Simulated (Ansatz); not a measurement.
`N[SiH2]O[SiH](N)Cl` + H₂O → `N[SiH2]O[SiH](N)O` + HCl  (formal hydrolysis of the Si–Cl bond)

Gas-phase electronic energies from Ansatz, PBE0-D4/def2-TZVP geometries. CCSD(T)/CBS adds triple-zeta CCSD(T) − MP2 to the extrapolated MP2 energy (def2 sets, frozen cores). This one scheme is used for every species. Each species was taken in one conformer, which may not be the lowest.

| species | MP2/def2-TZVPP energy (Eh) |
| --- | --- |
| `N[SiH2]O[SiH](N)Cl` | -1226.65561 |
| H₂O | -76.32349 |
| `N[SiH2]O[SiH](N)O` | -842.67845 |
| HCl | -460.30264 |

**Question.** Work out ΔE.

**Answer.** ΔE = (-842.67845) + (-460.30264) − (-1226.65561) − (-76.32349) = -0.00199 Eh = -5.2 kJ/mol. CCSD(T)/CBS gives -3.0 kJ/mol.

Largest T1 diagnostic among the species: 0.011.
